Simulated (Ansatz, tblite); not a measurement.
Cost and result up the ladder for the cluster Al2Ru⁻ (3 atoms). Total charge -1; doublet. Geometry: B3LYP-D4/def2-TZVPD.

```csv
atom,x (Å),y (Å),z (Å)
Ru1,0.159,-0.903,0.780
Al2,-0.851,-0.386,-1.202
Al3,0.692,1.289,0.423
```

Ansatz on 4 threads of Arm Neoverse V1 on a shared host; xTB runs through tblite on one thread. Times are rough, summed over both states, and most runs start from the orbitals of an earlier one. RPA@PBE/def2-TZVPD serves as the yardstick here, not as an exact answer. The other state is a quartet at its own geometry.

In the def2 sets Ru takes a core potential; there is no spin–orbit coupling. The xTB rows come from tblite. Correlated methods freeze 10 core orbitals; core or outer-core shells of Ru are correlated, in sets that lack core-valence functions. The structure comes from a short search, and lower isomers may exist.

Run but left out: HF/def2-TZVPD, HF/def2-TZVPPD, r2SCANh-D4/def2-TZVPD, LC-ωPBE/def2-TZVPD, MP2/def2-TZVPD, MP2/def2-TZVPPD, CCSD/def2-TZVPPD, CCSD(T)/def2-TZVPPD (doublet: ⟨S²⟩ 1.06 to 2.83, where a pure state has 0.75).

Correlated methods converge slowly with the basis.

xTB has no spin-polarisation term.

| level | functions | quartet − doublet (eV) | difference from RPA@PBE/def2-TZVPD (eV) | remarks |
| --- | --- | --- | --- | --- |
| RPA@PBE/def2-TZVPD | 126 | 0.73 | 0.00 | – |
| PBE0-D4/def2-TZVPD | 126 | 0.59 | -0.15 | HOMO above zero (quartet), spin-contaminated (⟨S²⟩ 0.96) (doublet), spin-contaminated (⟨S²⟩ 3.93) (quartet) |
| CAM-B3LYP-D4/def2-TZVPD | 126 | 0.64 | -0.10 | spin-contaminated (⟨S²⟩ 0.94) (doublet), spin-contaminated (⟨S²⟩ 3.93) (quartet) |
| r2SCAN-D4/def2-TZVPD | 126 | 0.61 | -0.12 | HOMO above zero (doublet), HOMO above zero (quartet), spin-contaminated (⟨S²⟩ 0.94) (doublet), spin-contaminated (⟨S²⟩ 3.96) (quartet) |
| GFN1-xTB | 27 | 0.55 | -0.19 | – |
| ωB97M-V/def2-TZVPD | 126 | 0.62 | -0.12 | spin-contaminated (⟨S²⟩ 0.86) (doublet) |
| PBE-D4/def2-TZVPD (with forces) | 126 | 0.87 | 0.13 | HOMO above zero (doublet), HOMO above zero (quartet) |
| GFN2-xTB | 27 | 0.24 | -0.49 | – |

**Question.** Estimate how long each takes.

**Answer.** GFN1-xTB 0.007 s; GFN2-xTB 0.017 s; PBE-D4/def2-TZVPD (with forces) 4.3 s; RPA@PBE/def2-TZVPD 6.1 s; CAM-B3LYP-D4/def2-TZVPD 16 s; r2SCAN-D4/def2-TZVPD 18 s; PBE0-D4/def2-TZVPD 24 s; ωB97M-V/def2-TZVPD 73 s. On shared hardware such times vary by a factor of up to 3.
